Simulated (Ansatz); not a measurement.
Consider the cleavage of the B–As bond: `FB[AsH2]` + NH₃ → `NBF` + `[AsH3]`.

Gas-phase electronic energies from Ansatz, PBE0-D4/def2-TZVP geometries. CBS: MP2 limit from def2 TZ/QZ plus the TZ coupled-cluster correction, frozen cores. This one scheme is used for every species. For As outer-core shells are correlated without core-valence functions, which leaves a few kJ/mol of doubt a bond. Scalar relativity is left out up to krypton. One conformer a species, not always the lowest.

`FB[AsH2]`:

Z-matrix (Å, degrees):
```
B
As 1 2.029
F 1 1.319 2 120.0
H 1 1.199 2 122.1 3 174.2
H 2 1.517 1 93.9 3 139.0
H 2 1.517 1 95.7 3 43.3
```

NH₃:

Cartesian coordinates in Å:
```
N 0.095 0.199 0.176
H -0.884 0.331 -0.045
H 0.600 0.199 -0.702
H 0.189 -0.728 0.572
```

`NBF`:

```xyz
6

N     0.324   -0.464   -0.458
B    -0.283    0.457    0.387
F    -0.841    0.030    1.525
H     0.757   -0.197   -1.323
H     0.366   -1.449   -0.255
H    -0.322    1.623    0.124
```

`[AsH3]`:

Cartesian coordinates in Å:
```
As -0.208 -0.579 0.158
H -0.880 0.307 -0.880
H -0.085 0.575 1.142
H 1.172 -0.303 -0.421
```

```json
{"species": "`FB[AsH2]`", "SCS-MP2/def2-TZVPP energy (Eh)": "-2360.77117"}
{"species": "NH₃", "SCS-MP2/def2-TZVPP energy (Eh)": "-56.45777"}
{"species": "`NBF`", "SCS-MP2/def2-TZVPP energy (Eh)": "-181.06530"}
{"species": "`[AsH3]`", "SCS-MP2/def2-TZVPP energy (Eh)": "-2236.21099"}
```

(1) Work out ΔE.

Largest T1 diagnostic among the species: 0.013.

Answers

(1) ΔE = (-181.06530) + (-2236.21099) − (-2360.77117) − (-56.45777) = -0.04735 Eh = -124.3 kJ/mol. CCSD(T)/CBS gives -120.2 kJ/mol.

In def2-TZVPP, CCSD(T) changes the Hartree–Fock value by +13.4 kJ/mol (the triples alone add +2.0 kJ/mol) and MP2 by +14.3 kJ/mol. From BLYP to BHLYP (50 % exact exchange), in def2-TZVPP and without D4, ΔE moves by −6.6 kJ/mol.
